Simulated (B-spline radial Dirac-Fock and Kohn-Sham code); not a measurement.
## X-ray form factors of tantalum in several charge states

Model: configuration-average Dirac-Fock orbitals. Program: a B-spline atomic structure program.

Configurations: Ta⁶⁴⁺ [He] 2s2 2p5; Ta⁶⁵⁺ [He] 2s2 2p4; Ta⁶⁷⁺ [He] 2s2 2p2; Ta⁶⁸⁺ [He] 2s2 2p1; Ta⁶⁹⁺ [He] 2s2; Ta⁷⁰⁺ [He] 2s1; Ta⁷²⁺ 1s1. The first column is f₀ of Ta⁶⁴⁺, the others are differences from it.

| s (Å⁻¹) | Ta⁶⁴⁺ | Δ Ta⁶⁵⁺ | Δ Ta⁶⁷⁺ | Δ Ta⁶⁸⁺ | Δ Ta⁶⁹⁺ | Δ Ta⁷⁰⁺ | Δ Ta⁷²⁺ |
| --- | --- | --- | --- | --- | --- | --- | --- |
| 0 | 9.000 | -1.000 | -3.000 | -4.000 | -5.000 | -6.000 | -8.000 |
| 0.1 | 8.997 | -1.000 | -2.999 | -3.998 | -4.998 | -5.997 | -7.997 |
| 0.2 | 8.987 | -0.998 | -2.995 | -3.993 | -4.991 | -5.989 | -7.987 |
| 0.3 | 8.971 | -0.996 | -2.988 | -3.984 | -4.981 | -5.976 | -7.972 |
| 0.4 | 8.949 | -0.993 | -2.979 | -3.972 | -4.966 | -5.958 | -7.950 |
| 0.5 | 8.921 | -0.989 | -2.967 | -3.957 | -4.947 | -5.934 | -7.921 |
| 0.7 | 8.845 | -0.978 | -2.936 | -3.916 | -4.896 | -5.872 | -7.847 |
| 0.9 | 8.746 | -0.964 | -2.895 | -3.862 | -4.830 | -5.791 | -7.749 |
| 1.1 | 8.625 | -0.947 | -2.845 | -3.796 | -4.748 | -5.690 | -7.629 |
| 1.4 | 8.403 | -0.916 | -2.754 | -3.676 | -4.600 | -5.507 | -7.409 |

Values without a named source are computed, but for edge energies of neutral atoms, which are taken from tables.
